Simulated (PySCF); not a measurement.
ZrCl₄ (singlet state).
Z-matrix (Å and degrees, PBE0-D3(BJ)/def2-SVP geometry), rows numbered from 1:
```
Zr
Cl  1  2.3268
Cl  1  2.3168  2  109.68
Cl  1  2.3214  2  111.25  3  -120.06
Cl  1  2.3185  2  110.83  3   119.06
```

Jobs on this species (5 atoms, 108 electrons) with PySCF (density fitting). Hardware of each: one thread of an Arm Neoverse V1 (shared host). Times come from a shared host and carry two figures at best.

```tsv
level and settings	work	basis functions	SCF cycles	wall time
PBE0/pcSseg-1 (def2-TZVP on Zr)	shieldings, charges and field gradients	136	?	?
B3LYP/def2-SVPD	10 singlets by full TDDFT, 4 Tamm–Dancoff triplets, polarisability	142	?	?
KT2/pcSseg-1 (def2-TZVP on Zr)	shieldings	136	14	16 s
PBE0-D3(BJ)/def2-SVP, grid level 1	geometry optimisation from a GFN2-xTB start	103	51	50 s
```

Task: Fill in the missing figures.

Result: 
- PBE0/pcSseg-1 (def2-TZVP on Zr); shieldings, charges and field gradients: 12 s, 12 SCF cycles
- B3LYP/def2-SVPD; 10 singlets by full TDDFT, 4 Tamm–Dancoff triplets, polarisability: 20 s, 12 SCF cycles

Task: What do all jobs in the table cost together?

Result: About 98 s; the longest takes about 51 % of that, and about 4.2 times as long as the shortest.
